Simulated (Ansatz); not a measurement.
**Question.** Predict a relaxed structure of the cluster Ge₆Sb⁻, charge -1, singlet, at PBE-D4/def2-SVPD (Ansatz).

**Answer.** 
```xyz
7

Sb   -1.2719    0.6235    1.1705
Ge    1.5030    1.3760    0.8760
Ge    1.0227   -1.0656    1.6547
Ge   -0.0791    1.9088   -1.1269
Ge    1.2186   -0.5974   -1.1215
Ge   -1.5372   -0.2035   -1.5860
Ge   -0.8562   -2.0418    0.1332
```
Point group C5v (tolerance 0.1 Å). This is one stationary point.

In the def2 sets Sb takes a core potential; there is no spin–orbit coupling. The structure comes from a short search, and lower isomers may exist.
